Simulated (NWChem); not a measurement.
System: AlSi2H6Cl; SMILES [SiH3][Al]([SiH3])[Cl]

The following NWChem deck was run.

```
start job
memory heap 200 mb stack 900 mb global 1100 mb
geometry units angstroms noautosym nocenter noautoz
  Al     0.000000     0.000000     0.006470
  Cl     0.000000     0.000000     2.127849
  Si    -2.212709     0.003491    -1.055432
  H     -2.953728    -1.253020    -0.712888
  H     -2.113022     0.091115    -2.546810
  H     -3.027842     1.163267    -0.571609
  Si     2.212709    -0.003491    -1.055432
  H      2.113022    -0.091115    -2.546810
  H      3.027842    -1.163267    -0.571609
  H      2.953728     1.253020    -0.712888
end
basis spherical
  * library sto-3g
end
dft
  xc hfexch
  iterations 150
end
property
  shielding 6 1 2 3 4 5 6
end
task dft property
```

Output (shortened):

```
             Northwest Computational Chemistry Package (NWChem) 7.3.0
             --------------------------------------------------------

                             Geometry "geometry" -> ""
                             -------------------------

 Output coordinates in angstroms (scale by  1.889725989 to convert to a.u.)

  No.       Tag          Charge          X              Y              Z
 ---- ---------------- ---------- -------------- -------------- --------------
    1 Al                  13.0000     0.00000000     0.00000000     0.00647000
    2 Cl                  17.0000     0.00000000     0.00000000     2.12784900
    3 Si                  14.0000    -2.21270900     0.00349100    -1.05543200
    4 H                    1.0000    -2.95372800    -1.25302000    -0.71288800
    5 H                    1.0000    -2.11302200     0.09111500    -2.54681000
    6 H                    1.0000    -3.02784200     1.16326700    -0.57160900
    7 Si                  14.0000     2.21270900    -0.00349100    -1.05543200
    8 H                    1.0000     2.11302200    -0.09111500    -2.54681000
    9 H                    1.0000     3.02784200    -1.16326700    -0.57160900
   10 H                    1.0000     2.95372800     1.25302000    -0.71288800

 Effective nuclear repulsion energy (a.u.)     287.0993641618

  xc_inp: hfexch multiplicative factor not found.
                              NWChem Property Module
                              ----------------------

  itol2e modified to match energy
  convergence criterion.

                                 NWChem DFT Module
                                 -----------------

 Summary of "ao basis" -> "ao basis" (spherical)
 ------------------------------------------------------------------------------
       Tag                 Description            Shells   Functions and Types
 ---------------- ------------------------------  ------  ---------------------
 Al                          sto-3g                  5        9   3s2p
 Cl                          sto-3g                  5        9   3s2p
 Si                          sto-3g                  5        9   3s2p
 H                           sto-3g                  1        1   1s

  itol2e modified to match energy
  convergence criterion.

[...]

          -----------------------------------------
          Chemical Shielding Tensors (GIAO, in ppm)
          -----------------------------------------

                                NWChem CPHF Module
                                ------------------

  scftype          =     RHF
  nclosed          =       32
  nopen            =        0
  variables        =      320
  # of vectors     =        3
  tolerance        = 0.10D-03
  level shift      = 0.00D+00
  max iterations   =       50
  max subspace     =       30

 SCF residual:    2.4337606186094114E-006

Iterative solution of linear equations
  No. of variables      320
  No. of equations        3
  Maximum subspace       30
        Iterations       50
       Convergence  1.0D-04

   iter   nsub   residual    time
   ----  ------  --------  ---------
     1      3    2.85D+00       4.0
     2      6    3.07D-01       4.3
     3      9    4.80D-02       4.7
     4     12    5.52D-03       5.0
     5     15    6.77D-04       5.3
     6     18    5.13D-05       5.6

      Atom:    1  Al
        Diamagnetic
    780.2715      0.0123     -0.0000
      0.0123    779.9574     -0.0000
     -0.0000     -0.0000    784.2702

        Paramagnetic
   -394.0350      0.0511      0.0000
      0.0511   -366.3051      0.0000
      0.0000      0.0000   -698.5576

        Total Shielding Tensor
    386.2365      0.0634      0.0000
      0.0634    413.6523      0.0000
      0.0000      0.0000     85.7127

           isotropic =     295.2005
          anisotropy =     177.6779

          Principal Components and Axis System
                 1           2           3
              413.6524    386.2363     85.7127

      1         0.0023      1.0000      0.0000
      2         1.0000     -0.0023      0.0000
      3         0.0000      0.0000      1.0000

      Atom:    2  Cl
        Diamagnetic
   1128.9736     -0.0071     -0.0000
     -0.0071   1127.7750      0.0000
     -0.0000      0.0000   1137.2870

        Paramagnetic
    -30.3745      0.7028      0.0000
      0.7028    181.4126     -0.0000
      0.0000     -0.0000    -73.9872

        Total Shielding Tensor
   1098.5991      0.6958      0.0000
      0.6958   1309.1876     -0.0000
      0.0000     -0.0000   1063.2997

           isotropic =    1157.0288
          anisotropy =     228.2417

          Principal Components and Axis System
                 1           2           3
             1309.1899   1098.5968   1063.2997

      1         0.0033      1.0000      0.0000
      2         1.0000     -0.0033      0.0000
      3         0.0000      0.0000      1.0000

      Atom:    3  Si
        Diamagnetic
    871.7288      0.0067      1.9122
      0.0067    867.6971     -0.0065
      1.9122     -0.0065    869.3520

        Paramagnetic
   -216.9171      0.0537      1.2126
      0.0537   -229.3192     -0.0544
      1.2126     -0.0544   -217.9057

        Total Shielding Tensor
    654.8118      0.0604      3.1248
      0.0604    638.3779     -0.0609
      3.1248     -0.0609    651.4463

           isotropic =     648.2120
          anisotropy =      12.6992

          Principal Components and Axis System
                 1           2           3
              656.6781    649.5806    638.3772

      1         0.8585     -0.5127     -0.0048
      2         0.0011     -0.0074      1.0000
      3         0.5128      0.8585      0.0058

      Atom:    4  H
        Diamagnetic
     32.2773      5.8927     -0.3976
      5.8927     35.4805     -1.9369
     -0.3976     -1.9369     28.0310

[...]
```

Level: Hartree-Fock/STO-3G, GIAO. STO-3G and 3-21G are far too small for this property and stand as cheap habits. All runs use the structure optimised with PBE0/def2-SVP. The printed shielding anisotropy is the first printed principal value minus the mean of the other two.
